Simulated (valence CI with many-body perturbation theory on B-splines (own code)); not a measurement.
## Eu49+ in brief

Calculated by relativistic CI+MBPT: four valence electrons over a frozen Dirac-Fock core [Ne], a basis of 9 s, 9 p, 8 d, 6 f, 3 g, 1 h functions for each j, with the one-electron correlation potential Σ1 (screened to all orders), the two-electron term Σ2, the three-electron term Σ3, Breit, model QED; selected single and double excitations, second order for the rest, scaled by the run's own slope (own B-spline code, finite nucleus).

No measured spectrum was set against this ion. As an estimate, large intervals hold to a few tenths of a per cent, small ones and those within an open d or f shell to about a per cent.

Levels are named by their leading jj configuration (3d3/2^4 stands for four electrons in 3d with j = 3/2), which in mixed levels can hold well under half, so a name can repeat and another be missing.

Rates and lifetimes use the calculated energies. Strong lines usually hold to 10 to 20 %, long lifetimes can be off by a factor of two.

Problem. What is the ground level?

Solution. (3s^2 3p1/2^2) J=0, composition 70 % 3s2 3p2 3P + 29 % 3s2 3p2 1S.

Problem. Where does the other parity begin?

Solution. At (3s 3p1/2^2 3p3/2) J=2, 288.49 eV.

Problem. How well does LS coupling describe the low levels?

Solution. Among the lowest 20 levels the leading LS term, summed over configurations, holds 58 % on average. For single configurations the figures are 56 % in LS and 92 % in jj coupling. Terms mix most in the J = 2 level at 476.57 eV, where the leading one holds 28 %.

Problem. Name the longest-lived excited levels whose lifetime is computed, and their main decay.

Solution. (3s^2 3p1/2 3p3/2) J=2 at 166.07 eV lives 4.62 μs, mostly by E2 to (3s^2 3p1/2^2) J=0; (3s^2 3p3/2 3d5/2) J=4 at 544.79 eV lives 43.7 ns, mostly by M1 to (3s^2 3p1/2 3d5/2) J=3; (3s^2 3p1/2 3p3/2) J=1 at 158.30 eV lives 38.4 ns, mostly by M1 to (3s^2 3p1/2^2) J=0.

Problem. What is the ionisation energy?

Solution. 4402.1 eV; NIST lists 4400 ± 4 eV (theoretical).

Problem. What are the static dipole polarisabilities of the lowest levels?

Solution. (3s^2 3p1/2^2) J=0 0.00548 bohr³, of which the core gives 9.34e-05.
